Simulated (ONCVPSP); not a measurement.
u(r) = r·R(r): atom against pseudo-atom (Ti)

Columns: radius, all-electron u(r) and pseudo u(r) of the 3d shell (level -4.26 eV) of titanium in the configuration [Ne] 3s2 3p6 3d2 4s2; PBE, scalar-relativistic, ONCV scheme, ONCVPSP 4.0.1.

```json
{"r (bohr)": "0.100", "all-electron": "0.0313", "pseudo": "0.0052"}
{"r (bohr)": "0.200", "all-electron": "0.1407", "pseudo": "0.0387"}
{"r (bohr)": "0.300", "all-electron": "0.2853", "pseudo": "0.1182"}
{"r (bohr)": "0.400", "all-electron": "0.4265", "pseudo": "0.2437"}
{"r (bohr)": "0.500", "all-electron": "0.5457", "pseudo": "0.3986"}
{"r (bohr)": "0.600", "all-electron": "0.6380", "pseudo": "0.5568"}
{"r (bohr)": "0.700", "all-electron": "0.7034", "pseudo": "0.6914"}
{"r (bohr)": "0.800", "all-electron": "0.7442", "pseudo": "0.7849"}
{"r (bohr)": "0.900", "all-electron": "0.7644", "pseudo": "0.8315"}
{"r (bohr)": "1.000", "all-electron": "0.7687", "pseudo": "0.8377"}
{"r (bohr)": "1.100", "all-electron": "0.7611", "pseudo": "0.8162"}
{"r (bohr)": "1.200", "all-electron": "0.7451", "pseudo": "0.7807"}
{"r (bohr)": "1.300", "all-electron": "0.7233", "pseudo": "0.7419"}
{"r (bohr)": "1.400", "all-electron": "0.6977", "pseudo": "0.7052"}
{"r (bohr)": "1.500", "all-electron": "0.6699", "pseudo": "0.6719"}
{"r (bohr)": "1.600", "all-electron": "0.6409", "pseudo": "0.6412"}
{"r (bohr)": "1.700", "all-electron": "0.6116", "pseudo": "0.6116"}
{"r (bohr)": "1.800", "all-electron": "0.5826", "pseudo": "0.5826"}
{"r (bohr)": "1.900", "all-electron": "0.5542", "pseudo": "0.5541"}
{"r (bohr)": "2.000", "all-electron": "0.5266", "pseudo": "0.5266"}
{"r (bohr)": "2.100", "all-electron": "0.5001", "pseudo": "0.5001"}
{"r (bohr)": "2.200", "all-electron": "0.4748", "pseudo": "0.4747"}
{"r (bohr)": "2.300", "all-electron": "0.4506", "pseudo": "0.4506"}
{"r (bohr)": "2.400", "all-electron": "0.4277", "pseudo": "0.4277"}
{"r (bohr)": "2.500", "all-electron": "0.4059", "pseudo": "0.4059"}
{"r (bohr)": "2.600", "all-electron": "0.3853", "pseudo": "0.3852"}
```

(1) How many radial nodes do the two functions have?

(2) At about which radius was the pseudo-wave matched?

(3) Is the pseudo-wave norm-conserving?

Results:

(1) The all-electron 3d function has n − l − 1 = 0; the pseudo-wave has 0.

(2) 1.75 bohr. The columns agree to 0.0005 from 1.60 bohr on; several derivatives are matched, so the curves merge somewhat inside the radius.

(3) Yes: the ONCV scheme keeps the norm inside the radius equal to the all-electron one, which fixes the energy derivative of the logarithmic derivative at the level.
